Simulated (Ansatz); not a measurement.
Cost and result for the atomization energy of C4H8Si (`[SiH3]C1=CCC1`) (13 atoms, 13 bonds).

```xyz
13

Si    0.9036   -1.6122   -1.0627
C     0.1782   -0.2190   -0.0822
C     0.5282    0.3728    1.0710
C    -0.6041    1.3608    1.0744
C    -1.0291    0.6911   -0.2627
H    -0.0813   -2.7182   -1.2139
H     1.2787   -1.1549   -2.4288
H     2.1143   -2.1279   -0.3709
H     1.3458    0.2000    1.7639
H    -0.3173    2.4133    0.9955
H    -1.3220    1.2589    1.8932
H    -2.0002    0.1900   -0.2393
H    -0.9949    1.3454   -1.1376
```

Total charge 0; spin multiplicity 1. Geometry: relaxed with PBE0-D4/def2-TZVP. Program: Ansatz. All runs use 4 threads of an Intel Xeon Platinum 8259CL on a shared host. Times are those of one run each, without the atoms' runs, and a repeat can differ threefold. Electronic energies, without spin–orbit coupling; frozen cores. CCSD(T)/CBS adds CCSD(T) − MP2 in def2-TZVPP to the MP2 limit, and its time is that of the two runs behind it. T1 = 0.011. B3LYP takes the VWN-RPA correlation (the form of Gaussian; ORCA's B3LYP/G).

CCSD(T)/CBS is a level of theory with its own doubt, some kJ/mol a heavy atom from the limit and from the frozen cores, so smaller differences don't rank the functionals.

| level | functions | wall time | atomization (kcal/mol) | difference from CCSD(T)/CBS | per bond |
| --- | --- | --- | --- | --- | --- |
| BHLYP-D4/def2-TZVPP | 278 | 3.4 s | 1185.5 | -25.9 | -2.0 |
| CAM-B3LYP-D4/def2-TZVPP | 278 | 3.8 s | 1216.8 | 5.4 | 0.4 |
| CCSD(T)/def2-SVP | 114 | 4.4 s | 1161.3 | -50.1 | -3.9 |
| r2SCAN-D4/def2-TZVPP (with forces) | 278 | 4.6 s | 1215.5 | 4.1 | 0.3 |
| B3LYP-D4/def2-TZVPP (with forces) | 278 | 5.5 s | 1212.8 | 1.4 | 0.1 |
| B2PLYP/def2-TZVPP | 278 | 6.5 s | 1200.4 | -11.0 | -0.8 |
| PBE-QIDH/def2-TZVPP | 278 | 6.5 s | 1212.4 | 1.0 | 0.1 |
| B97M-V/def2-TZVPP | 278 | 8 s | 1216.8 | 5.4 | 0.4 |
| ωB97X-V/def2-TZVPP | 278 | 8 s | 1216.4 | 5.0 | 0.4 |
| ωB97M-V/def2-TZVPP (with forces) | 278 | 11 s | 1215.9 | 4.5 | 0.3 |
| MP2/def2-QZVPP | 538 | 28 s | 1214.6 | 3.2 | 0.2 |
| CCSD(T)/def2-TZVPP | 278 | 110 s | 1184.0 | -27.4 | -2.1 |
| CCSD(T)/CBS(def2) | – | 2.3 min | 1211.4 | 0.0 | 0.0 |

The D4 term adds +10.3 kcal/mol with B3LYP and +5.4 kcal/mol with PBE0; it sums over pairs of atoms, weighted by their polarisabilities, and B3LYP, whose exchange is more repulsive, gets the larger term. From PBE to PBE0 (25 % exact exchange), in def2-TZVPP and without D4, the atomization energy moves by −13.6 kcal/mol: exact exchange takes away binding that semilocal exchange gives to molecules. In def2-TZVPP, CCSD(T) changes the Hartree–Fock value by +274.6 kcal/mol (the triples alone add +16.7 kcal/mol) and MP2 by +289.0 kcal/mol; breaking electron pairs costs correlation energy, which Hartree–Fock lacks.
